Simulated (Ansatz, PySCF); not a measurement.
CH4OZn, SMILES [Zn]([OH])[CH3] (connectivity only; charge and spin as stated), charge -1, multiplicity 2. Atoms are numbered in the order given.

```xyz
7

Zn     0.1704     0.0445     0.1203
C     -0.1668     1.3682    -1.4216
H     -1.0007     2.0561    -1.1956
H     -0.4196     0.8206    -2.3492
H      0.7222     1.9906    -1.6271
O      0.0547    -1.8644    -0.1416
H      0.2432    -2.3194     0.6868
```
Charge -1, spin multiplicity 2.

Coordinates come from a B3LYP-D3(BJ)/def2-SVPD optimisation. The spin state was assumed, not searched. The isomer is the one that the SMILES or the coordinates give; other isomers of the formula were not compared. The values are those of a single conformer.

Two levels are set side by side: PBE-D3(BJ)/def2-SVPD (Ansatz, a quantum-chemistry and plane-wave program) and B3LYP-D3(BJ)/def2-SVPD (Ansatz). Each level has its own optimised geometry; the coordinates shown are those of the second. Frequencies come from the Hessian of PySCF at each geometry. Differences are taken from unrounded values.

```csv
quantity,B3LYP-D3(BJ)
mean bond length (Å),1.378
bond Zn1–C2 (Å),2.060
bond Zn1–O6 (Å),1.930
bond C2–H3 (Å),1.104
bond C2–H4 (Å),1.106
bond C2–H5 (Å),1.104
bond O6–H7 (Å),0.964
highest harmonic wavenumber (cm⁻¹),3846
mean harmonic wavenumber (cm⁻¹),1332
zero-point energy (kcal/mol),28.56
```

Problem. What does PBE-D3(BJ) give, and how far is it from B3LYP-D3(BJ)? (The exact figures need the calculation; the answer reports its results.)

Solution. 
```tsv
quantity	PBE-D3(BJ)	PBE-D3(BJ) minus B3LYP-D3(BJ)
mean bond length (Å)	1.381	0.003
bond Zn1–C2 (Å)	2.042	-0.018
bond Zn1–O6 (Å)	1.933	0.003
bond C2–H3 (Å)	1.112	0.007
bond C2–H4 (Å)	1.114	0.008
bond C2–H5 (Å)	1.112	0.007
bond O6–H7 (Å)	0.973	0.010
highest harmonic wavenumber (cm⁻¹)	3725	-121
mean harmonic wavenumber (cm⁻¹)	1304	-28
zero-point energy (kcal/mol)	27.96	-0.61
```
